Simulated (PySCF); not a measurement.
Zr(H)3(OSiH3) (H₆OSiZr), SMILES [ZrH3][O][SiH3], multiplicity 1.

Geometry: B3LYP-D3(BJ)/def2-SVP. The spin state was assumed, not searched. The structure was generated by enumeration; whether it is a known compound was not checked. The def2 effective core potentials stand for the cores of Zr; spin–orbit coupling is left out.

The numbers are results of PBE/def2-TZVPD run with PySCF, not measurements.

Gas-phase values at a fixed geometry.

```json
{
 "total_energy": "-415.22386 hartree",
 "point_group": "C3v",
 "highest_occupied_level": "-6.82 eV",
 "lowest_empty_level": "-2.88 eV",
 "orbital_gap": "3.94 eV",
 "dipole_moment": "1.38 D",
 "quadrupole, principal values (traceless, Buckingham form, about the centre of nuclear charge)": "-2.95, -2.95, 5.91 D·Å",
 "mean_static_polarisability": "87.3 bohr³ (12.94 Å³)",
 "polarisability_principal_values": "80.1, 80.1, 101.8 bohr³"
}
```
